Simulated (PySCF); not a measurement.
## SMILES CCCOC1CC1, C₆H₁₂O

Molfile (atoms numbered from 1):
```
C6H12O
     RDKit          3D

 19 19  0  0  0  0  0  0  0  0999 V2000
   -3.1362    0.1490   -0.1454 C   0  0  0  0  0  0  0  0  0  0  0  0
   -1.7971   -0.2373   -0.7585 C   0  0  0  0  0  0  0  0  0  0  0  0
   -0.6589   -0.1116    0.2469 C   0  0  0  0  0  0  0  0  0  0  0  0
    0.5282   -0.5926   -0.3537 O   0  0  0  0  0  0  0  0  0  0  0  0
    1.6507   -0.4422    0.4531 C   0  0  0  0  0  0  0  0  0  0  0  0
    2.9786   -0.3573   -0.2238 C   0  0  0  0  0  0  0  0  0  0  0  0
    2.4032    0.8598    0.4419 C   0  0  0  0  0  0  0  0  0  0  0  0
   -3.3801   -0.5095    0.6853 H   0  0  0  0  0  0  0  0  0  0  0  0
   -3.1074    1.1711    0.2256 H   0  0  0  0  0  0  0  0  0  0  0  0
   -3.9270    0.0754   -0.8876 H   0  0  0  0  0  0  0  0  0  0  0  0
   -1.5769    0.4013   -1.6152 H   0  0  0  0  0  0  0  0  0  0  0  0
   -1.8282   -1.2685   -1.1123 H   0  0  0  0  0  0  0  0  0  0  0  0
   -0.8822   -0.7006    1.1516 H   0  0  0  0  0  0  0  0  0  0  0  0
   -0.5315    0.9384    0.5515 H   0  0  0  0  0  0  0  0  0  0  0  0
    1.5830   -0.9788    1.4002 H   0  0  0  0  0  0  0  0  0  0  0  0
    2.9797   -0.3859   -1.3014 H   0  0  0  0  0  0  0  0  0  0  0  0
    3.8178   -0.8552    0.2359 H   0  0  0  0  0  0  0  0  0  0  0  0
    2.0282    1.6434   -0.1981 H   0  0  0  0  0  0  0  0  0  0  0  0
    2.8464    1.2102    1.3612 H   0  0  0  0  0  0  0  0  0  0  0  0
  1  2  1  0
  2  3  1  0
  3  4  1  0
  4  5  1  0
  5  6  1  0
  6  7  1  0
  7  5  1  0
  1  8  1  0
  1  9  1  0
  1 10  1  0
  2 11  1  0
  2 12  1  0
  3 13  1  0
  3 14  1  0
  5 15  1  0
  6 16  1  0
  6 17  1  0
  7 18  1  0
  7 19  1  0
M  END
```

Method: PySCF 2.14.0, GIAO CAM-B3LYP/ANO-RCC-VDZP magnetisability, non-relativistic, IEF-PCM tetrahydrofuran. Geometry: GFN2-xTB.

(1) What are the magnetisability and the molar susceptibility?

(2) Split it along the inertial axes a, b, c into diamagnetic and paramagnetic parts about the centre of mass, with the quadrupole moment.

## Answers

(1) Isotropic -1324 × 10⁻³⁰ J/T², or -79.7 × 10⁻⁶ cm³/mol; principal values -1428, -1306, -1239 × 10⁻³⁰ J/T², anisotropy 167 × 10⁻³⁰ J/T² (root of half the summed squared differences of the principal values). The susceptibility is in cgs units.

(2) 
```
axis  χ (10⁻⁶ cm³/mol)  diamagnetic (10⁻⁶ cm³/mol)  paramagnetic (10⁻⁶ cm³/mol)  summed x² of all electrons (Å²)  quadrupole Θ (D Å)
   a             -82.9                      -240.8                        157.9                            277.6               +3.50
   b             -77.3                     -1278.1                       1200.8                             33.1               -3.68
   c             -79.0                     -1318.2                       1239.2                             23.7               +0.18
```
Anisotropies 2χaa − χbb − χcc = -9.5 and 2χbb − χaa − χcc = +7.3 × 10⁻⁶ cm³/mol. Θ is traceless in Buckingham's convention.
